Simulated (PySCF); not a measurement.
C2H6GeO2, SMILES CC(=O)[O][GeH3]. Geometry optimised at PBE-D3(BJ)/def2-SVP.

**Question.** Give the equilibrium geometry at PBE-D3(BJ)/def2-SVP (PySCF confirms it by a frequency run) as a Z-matrix, and its point group. (An estimate is asked for; the answer gives what the named calculation found.)

**Answer.** point group Cs.
```
C
O 1 1.2245
O 1 1.3447 2 122.11
C 1 1.5102 2 124.97 3 180.00
H 4 1.1034 1 110.00 2 0.00
H 4 1.1081 5 110.17 1 121.20
H 4 1.1081 5 110.17 6 117.60
Ge 3 1.8679 1 111.65 2 0.00
H 8 1.5433 3 109.34 1 62.65
H 8 1.5433 9 113.88 3 122.64
H 8 1.5473 9 111.88 10 128.09
```
Charge 0, spin multiplicity 1.
